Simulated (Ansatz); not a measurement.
Two isomers of C2H9BN2: A = `CCB(N)N`, B = `CNB(C)N`.

Computed with Ansatz on PBE0-D4/def2-TZVP structures; ΔE is electronic, products minus reactants. CCSD(T)/CBS adds triple-zeta CCSD(T) − MP2 to the extrapolated MP2 energy (def2 sets, frozen cores). DFT in def2-TZVPP. B3LYP here is the variant with VWN-RPA as its local correlation; programs differ in this. Each species was taken in one conformer, which may not be the lowest.

A:

Z-matrix (Å, degrees):
```
C
C 1 1.531
H 1 1.093 2 111.2
H 1 1.094 2 112.0 3 -120.4
H 1 1.093 2 111.3 3 119.2
B 2 1.586 1 112.1 3 -59.6
H 2 1.096 1 109.2 3 178.0
H 2 1.096 1 109.2 3 62.8
N 6 1.415 2 119.7 1 90.7
N 6 1.416 2 119.7 1 -87.1
H 9 1.003 6 122.0 2 2.7
H 9 1.004 6 124.5 2 -176.8
H 10 1.003 6 122.0 2 -2.6
H 10 1.004 6 124.5 2 176.7
```

B:

```xyz
14

C    -1.396    0.853   -1.036
N    -0.057    0.328   -0.998
B     0.598   -0.263    0.110
C    -0.129   -0.411    1.507
N     1.930   -0.731   -0.035
H    -2.027    0.328   -1.764
H    -1.417    1.920   -1.286
H    -1.863    0.738   -0.058
H     0.435    0.407   -1.873
H    -1.039   -1.015    1.427
H    -0.434    0.560    1.909
H     0.508   -0.885    2.258
H     2.463   -0.675   -0.884
H     2.429   -1.155    0.724
```

Which is lower in electronic energy at CCSD(T)/CBS, and by how much? (An estimate is asked.)

Computed: A, by 26.3 kJ/mol.

Give E(B) − E(A) in kJ/mol with HF/def2-TZVPP, PBE-D4, CCSD/def2-TZVPP, B2PLYP, r2SCAN-D4, B3LYP-D4, ωB97M-V. (An estimate is asked.)

Computed: HF/def2-TZVPP 24.8, PBE-D4 22.9, CCSD/def2-TZVPP 26.0, B2PLYP 24.4, r2SCAN-D4 24.1, B3LYP-D4 22.8, ωB97M-V 25.0. None reverses the order clearly.

Largest T1 diagnostic: 0.010.
